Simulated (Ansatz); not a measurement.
The same path of AsH4Si (6 atoms, charge 0, multiplicity 2) was run twice with different band settings. The coordinate that changes most is the height of Si1 over the plane of its neighbours.

All numbers below come from Ansatz, UKS LDA/def2-SVP.

Relaxed end points:

```xyz
6
Properties=species:S:1:pos:R:3
Si -0.011 -1.038 0.169
As 0.029 1.230 -0.426
H 1.271 -1.678 -0.320
H -1.162 -1.702 -0.559
H 1.039 1.599 0.668
H -1.166 1.589 0.468
```

```xyz
6
Properties=species:S:1:pos:R:3
Si 0.203 -0.941 -0.526
As -0.319 1.351 -0.375
H 0.771 -1.581 0.720
H -1.002 -1.723 -0.991
H 1.113 1.680 0.078
H -0.766 1.215 1.094
```

Common settings: movable images 5; climbing image yes; spring 5.0 eV/Å²; optimiser quadratic models (default); force threshold 0.05 eV/Å; iteration limit 60; end points relaxed.

| run | start path |
| --- | --- |
| 1 | through a guess of the saddle point |
| 2 | straight line |

Task: What does each run give, and how far can it be trusted?

Result: Run 1: converged after 15 iterations, highest image 0.239 eV above the first end. A vibrational analysis at the climbing image gives one clearly imaginary mode, 467i cm⁻¹: a first-order saddle point.
Run 2: converged after 16 iterations, highest image 0.239 eV above the first end. Another band between the same ends (5 images) ends at a top of the same energy, where a vibrational analysis finds 1 clearly imaginary mode.
